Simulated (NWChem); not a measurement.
Species: CdNH3Se; SMILES [Cd]([SeH])[NH2]

```xyz
6

Cd    -0.0039     0.7268    -0.0102
N      0.1242     2.7328     0.0281
H     -0.2474     3.1586     0.8757
H     -0.3241     3.2015    -0.7575
Se     0.0388    -1.7233     0.0032
H     -1.4315    -1.7825     0.0666
```
Atoms are numbered in this order, from 1.

Results from NWChem. Coordinates come from a PBE0/def2-SVP optimisation. No frequency run checked for a minimum. def2 effective core potentials on Cd; no spin-orbit coupling. Ions are spin-unrestricted doublets at the neutral geometry; other ion states weren't tried.

**Question.** What does the run give for B3LYP/def2-SVP? Quantities: vertical ionisation energy, ΔSCF (eV); −ε(HOMO) (eV).

**Answer.** 
| Quantity | Result |
|---|---|
| vertical ionisation energy, ΔSCF (eV) | 8.60 |
| −ε(HOMO) (eV) | 6.41 |
